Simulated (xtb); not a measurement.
C$_{2}$Cl$_{2}$O$_{2}$Pt (SMILES [O+]#[C-]->[Pt]([Cl])([Cl])<-[C-]#[O+]), singlet, at a GFN2-xTB geometry (such geometries of metal compounds can be far from the true shape); GFN0-xTB run with xtb.

Input for xtb:
```
$ xtb mol.xyz --gfn 0 --hess --json

# file mol.xyz
7

Pt     0.00000000     0.00000000    -0.00000000
Cl     2.12263974    -0.92553606     0.00158690
Cl    -2.12263974     0.92553606    -0.00158690
O      1.14019065     2.79347552     0.02902722
C      0.72643614     1.74604345     0.01820497
O     -1.14019065    -2.79347552    -0.02902722
C     -0.72643614    -1.74604345    -0.01820497
```

It wrote (shortened):

```
   ID    Z sym.   atoms
    1   78 Pt     1
    2   17 Cl     2, 3
    3    8 O      4, 6
    4    6 C      5, 7

           -------------------------------------------------
          |                Calculation Setup                |
           -------------------------------------------------

           -------------------------------------------------
          |                 G F N 0 - x T B                 |
           -------------------------------------------------

          ...................................................
          :                      SETUP                      :
          :.................................................:
          :  # basis functions                  46          :
          :  # atomic orbitals                  43          :
          :  # shells                           17          :
          :  # electrons                        44          :
          :  electronic temp.          300.0000000     K    :
          :  accuracy                    1.0000000          :
          :  -> integral cutoff          0.2500000E+02      :
          :  -> integral neglect         0.1000000E-07      :
          ...................................................

         :::::::::::::::::::::::::::::::::::::::::::::::::::::
         ::                     SUMMARY                     ::
         :::::::::::::::::::::::::::::::::::::::::::::::::::::
         :: total energy             -23.661541072942 Eh    ::
         :: gradient norm              0.070004208225 Eh/a0 ::
         :: HOMO-LUMO gap              3.230474019789 eV    ::
         ::.................................................::
         :: H0 energy                -23.662662780023 Eh    ::
         :: repulsion energy           0.155554459663 Eh    ::
         :: electrostat energy        -0.127478456660 Eh    ::
         :: -> Gsolv                   0.000000000000 Eh    ::
         ::    -> Gsasa                0.000000000000 Eh    ::
         ::    -> Gshift               0.000000000000 Eh    ::
         :: dispersion energy         -0.002978878984 Eh    ::
         :: short-range corr.         -0.023975416939 Eh    ::
         :: add. restraining           0.000000000000 Eh    ::
         :: total charge              -0.000000000000 e     ::
         :::::::::::::::::::::::::::::::::::::::::::::::::::::

           -------------------------------------------------
          |                Numerical Hessian                |
           -------------------------------------------------
step length          :   0.00500
SCC accuracy         :   0.30000
Hessian scale factor :   1.00000
frozen atoms in %    :   0.00000    0
RMS gradient         :   0.07000 !! INCOMPLETELY OPTIMIZED GEOMETRY !!
estimated CPU  time      0.00 min

writing file <hessian>.

 projected vibrational frequencies (cm⁻¹)
eigval :       -0.00    -0.00    -0.00    -0.00     0.00     0.00
eigval :       65.14   103.11   112.88   114.53   119.81   297.76
eigval :      304.86   339.75   435.83   447.06   457.87   517.95
eigval :      576.03  1903.43  1934.24
           -------------------------------------------------
          |                Property Printout                |
           -------------------------------------------------

    * Orbital Energies and Occupations

         #    Occupation            Energy/Eh            Energy/eV
      -------------------------------------------------------------
         1        2.0000           -0.9719412             -26.4479
       ...           ...                  ...                  ...
        10        2.0000           -0.5012852             -13.6407
        11        2.0000           -0.5004617             -13.6183
        12        2.0000           -0.4791562             -13.0385
        13        2.0000           -0.4669977             -12.7077
        14        2.0000           -0.4640557             -12.6276
        15        2.0000           -0.4637338             -12.6188
[...]
 writing <g98.out> molden fake output.
 recommended (thermochemical) frequency scaling factor: 1.0
           -------------------------------------------------
          |             Thermodynamic Functions             |
           -------------------------------------------------

c2h symmetry found (for desy threshold:  0.10E+00) used in thermo

          ...................................................
          :                      SETUP                      :
          :.................................................:
          :  # frequencies                          15      :
          :  # imaginary freq.                       0      :
          :  linear?                             false      :
          :  only rotor calc.                    false      :
          :  symmetry                              c2h      :
          :  rotational number                       2      :
          :  scaling factor                  1.0000000      :
          :  rotor cutoff                   50.0000000 cm⁻¹ :
          :  imag. cutoff                  -20.0000000 cm⁻¹ :
          :.................................................:

    mode    ω/cm⁻¹     T·S(HO)/kcal·mol⁻¹    T·S(FR)/kcal·mol⁻¹   T·S(vib)
   ------------------------------------------------------------------------
       1     65.14    -1.28062 ( 74.23%)    -0.97806 ( 25.77%)    -1.20264
       2    103.11    -1.01211 ( 94.76%)    -0.84204 (  5.24%)    -1.00320
       3    112.88    -0.95966 ( 96.29%)    -0.81523 (  3.71%)    -0.95431
       4    114.53    -0.95128 ( 96.50%)    -0.81093 (  3.50%)    -0.94636
       5    119.81    -0.92527 ( 97.06%)    -0.79758 (  2.94%)    -0.92151
       6    297.76    -0.42619 ( 99.92%)    -0.52794 (  0.08%)    -0.42627
   ------------------------------------------------------------------------

   temp. (K)  partition function   enthalpy   heat capacity  entropy
                                   cal/mol     cal/K/mol   cal/K/mol   J/K/mol
 298.15  VIB   429.                 3792.141     20.695     24.427
         ROT  0.398E+06              888.752      2.981     28.605
         INT  0.171E+09             4680.893     23.676     53.032
         TR   0.559E+28             1481.254      4.968     43.184
         TOT                        6162.1472    28.6443    96.2163   402.5690

       T/K    H(0)-H(T)+PV         H(T)/Eh          T*S/Eh         G(T)/Eh
   ------------------------------------------------------------------------
    298.15    0.982001E-02    0.274308E-01    0.457155E-01   -0.182846E-01
   ------------------------------------------------------------------------

         :::::::::::::::::::::::::::::::::::::::::::::::::::::
         ::                  THERMODYNAMIC                  ::
         :::::::::::::::::::::::::::::::::::::::::::::::::::::
         :: total free energy         -23.679825710607 Eh   ::
         ::.................................................::
         :: total energy              -23.661541072942 Eh   ::
         :: zero point energy           0.017610820840 Eh   ::
         :: G(RRHO) w/o ZPVE           -0.035895458505 Eh   ::
         :: G(RRHO) contrib.           -0.018284637665 Eh   ::
         :::::::::::::::::::::::::::::::::::::::::::::::::::::

           -------------------------------------------------
          | TOTAL ENERGY              -23.661541072942 Eh   |
          | TOTAL ENTHALPY            -23.634110245450 Eh   |
          | TOTAL FREE ENERGY         -23.679825710607 Eh   |
          | GRADIENT NORM               0.070004208225 Eh/α |
          | HOMO-LUMO GAP               3.230474019789 eV   |
           -------------------------------------------------
########################################################################
[WARNING] Runtime exception occurred
-1- hessian_numhess: Hessian on incompletely optimized geometry!
########################################################################

normal termination of xtb
```
